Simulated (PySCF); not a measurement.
## How methods differ on the ionisation energy of S⁺

S⁺ [Ne] 3s2 3p3 (4S) → S²⁺ [Ne] 3s2 3p2 (3P), as a difference of total energies. All numbers are calculated (PySCF 2.14, the spin-free X2C one-electron Hamiltonian (Gaussian nucleus), in an uncontracted even-tempered set (25 s from 0.028 bohr⁻², ratio 2.2; 16 p from 0.036 bohr⁻², ratio 2.2; 6 d from 0.67 bohr⁻², ratio 2.4; 6 f from 1 bohr⁻², ratio 2.4; 5 g from 1.5 bohr⁻², ratio 2.4)). Correlated levels: outer shells: 1s2 frozen; virtual orbitals above 40 to 60 times the deepest correlated orbital energy dropped. The calculations carry no spin-orbit coupling.

```json
{"method": "UHF", "ionisation energy (eV)": "22.728", "plus first-order spin-orbit estimate": "22.665", "error of that sum (eV)": "-0.673"}
{"method": "LDA", "ionisation energy (eV)": "23.392", "plus first-order spin-orbit estimate": "23.330", "error of that sum (eV)": "-0.008"}
{"method": "PBE", "ionisation energy (eV)": "23.306", "plus first-order spin-orbit estimate": "23.244", "error of that sum (eV)": "-0.094"}
{"method": "PBE0", "ionisation energy (eV)": "23.374", "plus first-order spin-orbit estimate": "23.312", "error of that sum (eV)": "-0.026"}
{"method": "r2SCAN", "ionisation energy (eV)": "23.504", "plus first-order spin-orbit estimate": "23.441", "error of that sum (eV)": "+0.103"}
{"method": "MP2 (outer shells)", "ionisation energy (eV)": "23.231", "plus first-order spin-orbit estimate": "23.169", "error of that sum (eV)": "-0.169"}
{"method": "SCS-MP2 (outer shells)", "ionisation energy (eV)": "23.073", "plus first-order spin-orbit estimate": "23.011", "error of that sum (eV)": "-0.327"}
```

Reference: 23.338 eV (measured; NIST Atomic Spectra Database, ionization energies).

A first-order spin-orbit estimate (lowest level to lowest level, LS coupling) adds -0.062 eV.
